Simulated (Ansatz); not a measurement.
ISn, charge +1, singlet, geometry from GFN2-xTB (such geometries of metal compounds can be far from the true shape) (core potentials on I, Sn).

Input for Ansatz (a first-principles code):
Ansatz 0.2 input:
```yaml
crystal:
  periodic: [false, false, false]
  atoms:
    - {symbol: Sn, position_ang: [-0.00000000, -0.00000000, -1.37674874]}
    - {symbol: I, position_ang: [0.00000000, 0.00000000, 1.29881957]}
basis:
  gaussian:
    orbitals: def2-TZVP
hamiltonian:
  xc: pbe0
total_charge: 1
```

### Question
What does this run give for the total energy, number of basis functions?

### Answer

The total energy is -511.8122 Eh. The number of basis functions is 100.
